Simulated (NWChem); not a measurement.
System: C2H6AlClO; SMILES [O](C)[Al]([Cl])[CH3]

Input file for NWChem:

```
start job
memory heap 200 mb stack 900 mb global 1100 mb
geometry units angstroms noautoz
  Al     0.520596     0.106158     0.028021
  Cl    -1.005950     1.314054     0.882207
  C      2.326413     0.758765    -0.262898
  H      2.788471     1.080285     0.693381
  H      2.323103     1.642909    -0.933432
  H      2.967395    -0.022881    -0.716580
  O      0.100122    -1.492474    -0.404316
  C     -1.058288    -2.284738    -0.346817
  H     -1.931850    -1.746960     0.089009
  H     -1.345114    -2.628467    -1.366135
  H     -0.877169    -3.193958     0.269578
end
basis spherical
  * library 6-31g*
end
dft
  xc xpbe96 cpbe96
  iterations 150
  mulliken
end
task dft energy
```

Geometry: optimised at PBE-D3(BJ)/def2-SVP.

Q: What results follow from this input? (PBE/6-31G* (spherical d).) Quantities: energy (Ha); highest occupied level (eV); orbital gap (eV); dipole (D).

A: 
```yaml
energy (Ha): -857.23
highest occupied level (eV): -6.48
orbital gap (eV): 5.53
dipole (D): 1.42
```
